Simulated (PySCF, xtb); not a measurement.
C2H6BFO2, SMILES COB(F)OC.

Coordinates come from a ωB97X-D3(BJ)/def2-SVP optimisation. Other conformers were not sampled.

Level of theory: PySCF with IEF-PCM-ωB97X/def2-SVP.

The values are the electrostatic part of the solvation free energy, E(continuum) − E(gas) at the gas-phase geometry, in a cavity of scaled van der Waals radii (PySCF's table); cavitation and dispersion terms are not included. In vacuum the orbital gap is 14.83 eV. The dipole moment in vacuum is 2.20 D.

| solvent | ε | ΔG(elec) (kcal/mol) | dipole (D) | gap (eV) |
|---|---|---|---|---|
| water | 78.36 | -3.9 | 2.59 | 14.93 |
| N,N-dimethylformamide | 37.22 | -3.8 | 2.58 | 14.92 |
| n-hexane | 1.88 | -1.4 | 2.35 | 14.87 |

For comparison, GFN2-xTB/ALPB(water) (xtb, at the GFN2-xTB geometry, all terms of that model) gives -3.7 kcal/mol.
